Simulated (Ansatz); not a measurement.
The cluster Ga₂PF₃⁻. Total charge -1; doublet. Geometry PBE-D4/def2-SVP, that of the neutral singlet.

```
atom   x (Å)   y (Å)   z (Å)
 Ga1  -0.497   1.290  -0.064
 Ga2   0.537  -1.223  -0.364
  P3   0.180   0.307  -1.953
  F4  -1.159   2.589   0.908
  F5   1.049  -2.775   0.269
  F6  -0.109  -0.188   1.203
```

At PBE-D4/def2-TZVPD, PBE0-D4/def2-TZVPD, BHLYP-D4/def2-TZVPD the highest occupied level of the charge -1 doublet lies above zero (up to 1.04 eV). By energy differences its removal costs 1.04 eV (vertical, to the charge 0 singlet, at PBE-D4/def2-TZVPD); a positive level beside a positive removal energy at the same level points to self-interaction error. The structure comes from a short search, and lower isomers may exist.

Q: Estimate the α-spin orbital energies around the gap (eV) in Ansatz with PBE-D4/def2-TZVPD, PBE0-D4/def2-TZVPD, BHLYP-D4/def2-TZVPD.

A: 
| orbital | PBE-D4/def2-TZVPD | PBE0-D4/def2-TZVPD | BHLYP-D4/def2-TZVPD |
| --- | --- | --- | --- |
| HOMO−5 | -5.11 | -7.15 | -9.17 |
| HOMO−4 | -5.06 | -7.06 | -9.05 |
| HOMO−3 | -3.55 | -4.67 | -5.61 |
| HOMO−2 | -3.15 | -4.30 | -5.31 |
| HOMO−1 | -1.50 | -2.44 | -3.20 |
| HOMO | 1.04 | 0.55 | 0.13 |
| LUMO | 1.85 | 2.53 | 3.22 |
| LUMO+1 | 2.27 | 2.90 | 3.62 |
| LUMO+2 | 2.48 | 3.13 | 3.88 |
| LUMO+3 | 2.74 | 3.31 | 3.91 |
| LUMO+4 | 3.06 | 3.52 | 4.06 |
| LUMO+5 | 3.53 | 4.03 | 4.58 |
| β HOMO | -1.40 | -2.34 | -3.13 |
| β LUMO | 1.41 | 2.13 | 2.63 |
